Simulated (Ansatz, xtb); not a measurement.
**Relative energy of two isomers of C5H7N2O+**

Structure I: `Cc1[nH]cc(C=O)[nH+]1`, a singlet. Structure II: `CC(=O)[n+]1cc[nH]c1`, a singlet. Both are isolated ions in the gas phase, relaxed with B3LYP-D3(BJ)/def2-SVP; each stands in its lowest conformer found.

Quicker runs give these differences E(II) − E(I): GFN2-xTB −6.87 kcal/mol; HF/STO-3G +0.72 kcal/mol (at GFN2-xTB geometries); r2SCAN-D4/def2-SVP +1.98 kcal/mol (at GFN2-xTB geometries).

Task: Which of the two would you expect CCSD(T)/def2-SVP + ΔMP2/def2-TZVPP electronic energies to favour?

Result: Too close to call at this level: CCSD(T)/def2-SVP + ΔMP2/def2-TZVPP gives E(II) − E(I) = +0.91 kcal/mol.

Level by level:

```tsv
level	geometry	E(II) − E(I) (kcal/mol)	departure from the last row (kcal/mol)	job, with rough time for the two
GFN2-xTB	GFN2-xTB	−6.87	−7.78	optimisation, 0.1 s
HF/STO-3G	GFN2-xTB	+0.72	−0.19	single point, 0.32 s
r2SCAN-D4/def2-SVP	GFN2-xTB	+1.98	+1.07	single point, 3.3 s
B3LYP-D3(BJ)/def2-SVP	B3LYP-D3(BJ)/def2-SVP	+2.01	+1.11	optimisation, 41 s
HF/def2-SVP	B3LYP-D3(BJ)/def2-SVP	+1.96	+1.05	part of the CCSD(T) run
MP2/def2-SVP	B3LYP-D3(BJ)/def2-SVP	+1.35	+0.44	part of the CCSD(T) run
CCSD(T)/def2-SVP	B3LYP-D3(BJ)/def2-SVP	+1.02	+0.12	single point
CCSD(T)/def2-SVP + ΔMP2/def2-TZVPP	B3LYP-D3(BJ)/def2-SVP	+0.91		single point, 78 s
```

As drawn, II has 1 C–N, 1 C–H in place of 1 C–C, 1 N–H.

The largest departure from CCSD(T)/def2-SVP + ΔMP2/def2-TZVPP is that of GFN2-xTB, 7.78 kcal/mol. The last row adds to CCSD(T) the change of the MP2 difference between the two basis sets, here −0.12 kcal/mol.

With thermal terms from frequencies at re-optimised GFN2-xTB minima (ideal gas, soft modes damped towards free rotors, one conformer each, 298.15 K, 1 atm): the zero-point term adds +0.23 kcal/mol; ΔH is +0.85 and ΔG +1.63 kcal/mol.

The correlated steps freeze 8 core orbitals. Codes used: Ansatz 0.2.0, xtb 6.7.1; the last row on 4 threads of Arm Neoverse V2 on a shared host.
